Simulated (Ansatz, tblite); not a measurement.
Cost and result up the ladder for ZnMeF (CH3FZn) (6 atoms). Charge 0, multiplicity 1. Geometry: PBE-D4/def2-TZVP.

```tsv
atom	x (Å)	y (Å)	z (Å)
Zn1	0.521	0.587	-0.869
C2	-0.332	-0.374	0.554
H3	0.036	-0.014	1.523
H4	-0.114	-1.447	0.466
H5	-1.419	-0.227	0.507
F6	1.308	1.474	-2.181
```

Ansatz on 4 threads of Intel Xeon on a shared host; xTB runs through tblite on one thread. Times are rough, summed over both states, and most runs start from the orbitals of an earlier one. PBE0-D4/def2-TZVP serves as the yardstick here, not as an exact answer. The other state is a triplet.

The xTB rows come from tblite.

xTB has no spin-polarisation term.

```
              level  functions  vertical triplet (eV)  difference from PBE0-D4/def2-TZVP (eV)
r2SCAN-D4/def2-TZVP        128                   5.96                                   -0.13
  PBE0-D4/def2-TZVP        128                   6.10                                    0.00
           GFN1-xTB         18                   5.04                                   -1.06
           GFN2-xTB         15                   5.79                                   -0.31
```

Estimate how long each takes.

GFN2-xTB 0.01 s; GFN1-xTB 0.017 s; PBE0-D4/def2-TZVP 12 s; r2SCAN-D4/def2-TZVP 12 s. On shared hardware such times vary by a factor of up to 3.
